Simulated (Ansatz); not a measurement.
System: GeI₂, net charge 1, doublet state. 
Coordinates optimised at B3LYP-D3(BJ)/def2-TZVP (Ansatz, a quantum-chemistry and plane-wave program):
```
Ge
I 1 2.4793
I 1 2.4793 2 121.04
```
Charge +1, spin multiplicity 2.

Basis-set convergence of Hartree-Fock and MP2 correlation energies (hartree) with Ansatz. Cores are frozen in the correlated levels unless marked. Open shells are spin-unrestricted. Spin-orbit coupling is left out. The frozen core is the preceding noble-gas configuration, with the filled d and f shells of earlier blocks. Past Kr the def2 sets carry scalar-relativistic core potentials.

| basis | functions | E(HF) | E(corr, MP2) |
|---|---|---|---|
| def2-SVPD | 108 | -2668.18589 | -0.26185 |
| def2-TZVPPD | 172 | ? | ? |

**Question.** What belongs in the gaps?

**Answer.** 
- def2-TZVPPD, E(HF): -2668.47288
- def2-TZVPPD, E(corr, MP2): -0.34027
